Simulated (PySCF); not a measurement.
Excitations are Tamm–Dancoff values on a coarser integration grid. The basis has no diffuse functions, so Rydberg states are missing or too high.

## CH3BN2, SMILES `BNC#N` (charge 0, multiplicity 1)

Computed with r2SCAN-D4/def2-TZVP (PySCF 2.14.0).

| Property | Result |
|---|---|
| HOMO | -7.65 eV |
| dipole moment | 3.75 D |
| HOMO–LUMO gap | 5.69 eV |
| LUMO | -1.97 eV |
| S1 excitation (TDA) | 6.34 eV |
| S1 oscillator strength | 0.200 |
| brightest of the four lowest singlets (TDA) | 6.34 eV |
| T1 excitation (TDA) | 4.94 eV |
| S1–T1 gap (TDA) | 1.40 eV |
| vertical ionisation energy (Delta-SCF) | 11.01 eV |
| total energy | -174.2242 Ha |
| cost | around 4 core-minutes (rough) |

```xyz
7

B     -1.0705    -0.2082     0.0331
N      0.1900     0.4202     0.1748
C      1.3633    -0.1032    -0.2158
N      2.3750    -0.5536    -0.5521
H     -1.1104    -1.2838    -0.4689
H     -2.0176     0.3912     0.4317
H      0.2702     1.3373     0.5973
```
Charge 0, spin multiplicity 1.
